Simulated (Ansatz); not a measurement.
H3B2, SMILES `[BH-]B` (excited triplet) (charge -1, multiplicity 3). This triplet is an excited state, 0.78 eV above the relaxed singlet at the level frozen-core CCSD(T)/aug-cc-pVTZ // PBE0-D3(BJ)/def2-TZVPD (Ansatz, a quantum-chemistry and plane-wave program).

Computed with r2SCAN/aug-cc-pVTZ // PBE0-D3(BJ)/def2-TZVPD (Ansatz).

Ansatz 0.2 input:
```yaml
crystal:
  periodic: [false, false, false]
  atoms:
    - { symbol: B, position_ang: [0.998053, -0.417228, -0.004258] }
    - { symbol: B, position_ang: [-0.579501, -0.03576, -0.001326] }
    - { symbol: H, position_ang: [2.053189, 0.180226, 0.005588] }
    - { symbol: H, position_ang: [-0.984682, 1.124159, 0.014466] }
    - { symbol: H, position_ang: [-1.48706, -0.851398, -0.014472] }
basis:
  gaussian: { orbitals: aug-cc-pVTZ }
hamiltonian:
  xc: r2scan
total_charge: -1
magnetization:
  spin_polarized: true
  initial_magnetization: 2
```

Output:

```
Functional definition: r2SCAN
662 factors; their error is unknown
mean field evaluation 1: about -1396.5660 eV, gradient 1.4e1 eV
mean field evaluation 2: about -1395.3701 eV, gradient 1.8e1 eV
mean field evaluation 4: about -1398.2657 eV, gradient 1.5e0 eV
mean field evaluation 8: about -1398.2641 eV, gradient 3.1e-2 eV
mean field evaluation 16: about -1398.2641 eV, gradient 2.1e-5 eV
mean field -1398.26412832 eV, -51.3852589382 hartree, gradient 2.5e-5 eV, S^2 2.008583; 2 other end points of the search recorded, 0 dependent functions left out
reference -1398.26418843 eV, -51.3852611474 hartree; 8, 6 occupied and 153, 155 virtual orbitals, 662 factors
Total energy: -1398.26418843 eV, -51.3852611474 hartree
```
